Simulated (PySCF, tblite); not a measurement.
Isomers of C3H11ClO2Si3. All values are computed: GFN2-xTB (tblite) harmonic vibrations without scaling, gas phase. Errors from tens to a few hundred cm⁻¹ against measured bands are possible. Modes of hydrogen on silicon can be 10 to 20 % off. One conformer each.

Electronic energies: PBE0/pcSseg-1 single points on the GFN2-xTB geometries (PySCF, gas phase).

| SMILES | electronic energy, lowest = 0 (kcal/mol) |
| --- | --- |
| C[C@@H]1C[Si@@](O[SiH3])([SiH2]Cl)O1 | 2.4 |
| C=C(C)O[Si@H](O[SiH3])[SiH2]Cl | 12.6 |
| CC1(C)O[Si@H]([SiH2]Cl)O[SiH2]1 | 0.0 |

Problem. How do GFN2-xTB zero-point energies change the relative energies?

Solution. 
| SMILES | ZPE (kcal/mol) | of it from modes above 1550 cm⁻¹ | electronic (kcal/mol) | with ZPE, lowest = 0 (kcal/mol) | lowest mode (cm⁻¹) | rings |
| --- | --- | --- | --- | --- | --- | --- |
| CC1(C)O[Si@H]([SiH2]Cl)O[SiH2]1 | 84.5 | 42.0 | 0.0 | 0.0 | 19 | 1 |
| C[C@@H]1C[Si@@](O[SiH3])([SiH2]Cl)O1 | 83.6 | 41.9 | 2.4 | 1.4 | 17 | 1 |
| C=C(C)O[Si@H](O[SiH3])[SiH2]Cl | 80.5 | 43.6 | 12.6 | 8.6 | 8 | 0 |

The zero-point energies span 4.0 kcal/mol, from `C=C(C)O[Si@H](O[SiH3])[SiH2]Cl` to `CC1(C)O[Si@H]([SiH2]Cl)O[SiH2]1`. The order is unchanged.

Problem. And how do the electronic energies of GFN2-xTB itself compare?

Solution. `CC1(C)O[Si@H]([SiH2]Cl)O[SiH2]1` 0.0; `C[C@@H]1C[Si@@](O[SiH3])([SiH2]Cl)O1` 13.7; `C=C(C)O[Si@H](O[SiH3])[SiH2]Cl` 8.4 kcal/mol, lowest = 0. Against the energies above, taken from the same isomer `CC1(C)O[Si@H]([SiH2]Cl)O[SiH2]1`, the largest difference is 11.3 kcal/mol.
